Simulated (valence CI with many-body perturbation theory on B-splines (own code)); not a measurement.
Values are calculated unless marked as measured or tabulated.
## Energy levels of Te3+

Level of theory: relativistic CI+MBPT: three valence electrons over a frozen Dirac-Fock core [Kr] 4d10, radial functions for each j: 9 s, 9 p, 8 d, 6 f, 3 g, 1 h, with the one-electron correlation potential Σ1 (screened to all orders), the two-electron term Σ2, the three-electron term Σ3, Breit, model QED; selected single and double excitations, second order for the rest, scaled by the run's own slope (own B-spline code, finite nucleus).

Set against measurement, 9 paired levels are off by 310 cm⁻¹ on average, the worst by 637. These come from a selection out of Moore, Atomic Energy Levels, vol. III, NSRDS-NBS 35 (1971 reprint of NBS Circular 467, 1958), an old analysis. Levels without a partner in it may be off by more.

Levels 1 to 40 of 40, with energies above the lowest level, 5s²5p ²P°_1/2. "Leading %" is the weight of the configuration and term that name the level; weights of strongly mixed levels are sums over their largest components and can fall short, so below about 35 % the name and the second component can differ from the true leading terms, or belong to a minority configuration. In the jj column 3d3/2^4 stands for four electrons in 3d with j = 3/2.

| No. | Configuration | Term | J | E (eV) | Leading % | Leading jj | Second component | g |
| --- | --- | --- | --- | --- | --- | --- | --- | --- |
| 1 | 5s²5p | ²P° | 1/2 | 0.000 | 97 | 5s^2 5p1/2 (97 %) |  | 0.666 |
| 2 | 5s²5p | ²P° | 3/2 | 1.144 | 97 | 5s^2 5p3/2 (97 %) |  | 1.334 |
| 3 | 5s5p² | ⁴P | 1/2 | 8.574 | 96 | 5s 5p1/2^2 (59 %) |  | 2.646 |
| 4 | 5s5p² | ⁴P | 3/2 | 9.108 | 98 | 5s 5p1/2 5p3/2 (92 %) |  | 1.728 |
| 5 | 5s5p² | ⁴P | 5/2 | 9.669 | 92 | 5s 5p1/2 5p3/2 (58 %) | 6 % 5s5p² ²D | 1.573 |
| 6 | 5s5p² | ²D | 3/2 | 11.482 | 83 | 5s 5p1/2 5p3/2 (66 %) | 12 % 5s²5d ²D | 0.815 |
| 7 | 5s5p² | ²D | 5/2 | 11.735 | 79 | 5s 5p3/2^2 (52 %) | 12 % 5s²5d ²D | 1.228 |
| 8 | 5s5p² | ²P | 1/2 | 13.605 | 54 | 5s 5p1/2 5p3/2 (46 %) | 42 % 5s5p² ²S | 1.278 |
| 9 | 5s5p² | ²S | 1/2 | 14.772 | 53 | 5s 5p3/2^2 (73 %) | 43 % 5s5p² ²P | 1.416 |
| 10 | 5s5p² | ²P | 3/2 | 14.924 | 90 | 5s 5p3/2^2 (57 %) | 6 % 5s²5d ²D | 1.300 |
| 11 | 5s²5d | ²D | 3/2 | 15.851 | 78 | 5s^2 5d3/2 (78 %) | 13 % 5s5p² ²D | 0.824 |
| 12 | 5s²5d | ²D | 5/2 | 15.949 | 83 | 5s^2 5d5/2 (83 %) | 12 % 5s5p² ²D | 1.201 |
| 13 | 5s²6s | ²S | 1/2 | 16.601 | 96 | 5s^2 6s (96 %) |  | 2.000 |
| 14 | 5s²6p | ²P° | 1/2 | 20.032 | 95 | 5s^2 6p1/2 (95 %) |  | 0.666 |
| 15 | 5s²6p | ²P° | 3/2 | 20.353 | 95 | 5s^2 6p3/2 (95 %) |  | 1.334 |
| 16 | 4f5s² | ²F° | 7/2 | 21.411 | 91 | 4f7/2 5s^2 (91 %) |  | 1.143 |
| 17 | 4f5s² | ²F° | 5/2 | 21.427 | 91 | 4f5/2 5s^2 (91 %) |  | 0.857 |
| 18 | 5p³ | ²D° | 3/2 | 21.785 | 47 | 5p1/2^2 5p3/2 (54 %) | 26 % 5s5p5d ²D° | 0.996 |
| 19 | 5p³ | ²D° | 5/2 | 22.175 | 61 | 5p1/2 5p3/2^2 (61 %) | 35 % 5s5p5d ²D° | 1.198 |
| 20 | 5p³ | ⁴S° | 3/2 | 22.384 | 80 | 5p1/2 5p3/2^2 (75 %) | 9 % 5p³ ²D° | 1.788 |
| 21 | 5s5p5d | ⁴F° | 3/2 | 23.340 | 93 | 5s 5p1/2 5d3/2 (80 %) |  | 0.427 |
| 22 | 5s5p5d | ⁴F° | 5/2 | 23.569 | 92 | 5s 5p1/2 5d3/2 (38 %) | 4 % 5s5p5d ⁴D° | 1.044 |
| 23 | 5s5p5d | ⁴F° | 7/2 | 23.923 | 91 | 5s 5p1/2 5d5/2 (52 %) | 6 % 5s5p5d ⁴D° | 1.248 |
| 24 | 5p³ | ²P° | 1/2 | 24.358 | 70 | 5p1/2 5p3/2^2 (70 %) | 24 % 5s5p5d ²P° | 0.661 |
| 25 | 5s5p5d | ⁴F° | 9/2 | 24.510 | 97 | 5s 5p3/2 5d5/2 (97 %) |  | 1.334 |
| 26 | 5p³ | ²P° | 3/2 | 24.564 | 32 | 5s 5p1/2 5d3/2 (32 %) | 22 % 5s5p5d ⁴D° | 1.339 |
| 27 | 5s5p5d | ⁴P° | 5/2 | 24.642 | 53 | 5s 5p1/2 5d5/2 (81 %) | 35 % 5s5p5d ⁴D° | 1.479 |
| 28 | 5s5p5d | ⁴D° | 1/2 | 24.729 | 87 | 5s 5p1/2 5d3/2 (66 %) | 7 % 5s5p5d ⁴P° | 0.216 |
| 29 | 5s5p5d | ⁴D° | 3/2 | 24.768 | 46 | 5s 5p1/2 5d5/2 (24 %) | 20 % 5p³ ²P° | 1.324 |
| 30 | 5s²6d | ²D | 3/2 | 25.178 | 95 | 5s^2 6d3/2 (95 %) |  | 0.799 |
| 31 | 5s²6d | ²D | 5/2 | 25.229 | 95 | 5s^2 6d5/2 (95 %) |  | 1.200 |
| 32 | 5s²7s | ²S | 1/2 | 25.380 | 96 | 5s^2 7s (96 %) |  | 2.002 |
| 33 | 5s5p5d | ⁴D° | 7/2 | 25.391 | 90 | 5s 5p3/2 5d5/2 (63 %) | 6 % 5s5p5d ⁴F° | 1.414 |
| 34 | 5s5p5d | ⁴D° | 5/2 | 25.509 | 58 | 5s 5p3/2 5d3/2 (62 %) | 30 % 5s5p5d ⁴P° | 1.421 |
| 35 | 5s5p5d | ⁴P° | 1/2 | 25.546 | 66 | 5s 5p3/2 5d3/2 (69 %) | 25 % 5s5p6s ⁴P° | 2.485 |
| 36 | 5s5p5d | ⁴P° | 3/2 | 25.570 | 64 | 5s 5p3/2 5d3/2 (76 %) | 27 % 5s5p5d ⁴D° | 1.556 |
| 37 | 5s5p5d | ²F° | 5/2 | 25.753 | 73 | 5s 5p1/2 5d5/2 (42 %) | 9 % 5s5p5d ²D° | 0.959 |
| 38 | 5s5p6s | ⁴P° | 1/2 | 25.800 | 68 | 5s 5p1/2 6s (69 %) | 24 % 5s5p5d ⁴P° | 2.536 |
| 39 | 5s5p5d | ²D° | 3/2 | 25.978 | 59 | 5s 5p3/2 5d5/2 (26 %) | 24 % 5p³ ²D° | 0.885 |
| 40 | 5s5p6s | ⁴P° | 3/2 | 26.079 | 82 | 5s 5p1/2 6s (70 %) | 8 % 5s5p6s ²P° | 1.662 |

Names give the largest LS component (configuration and term), which can be under half, so a name can repeat, a term be missing and a line seem to break the LS rules; names also repeat where a configuration has a term twice.

Where two levels of one J and parity lie close, their mixing, g and order are uncertain.

The ionisation energy to 5s² ¹S0 of the next ion comes out as 37.638 eV (NIST: 37.4155 eV (measured), further off than twice its uncertainty). All 40 levels together are meant to be complete up to 26.237 eV.
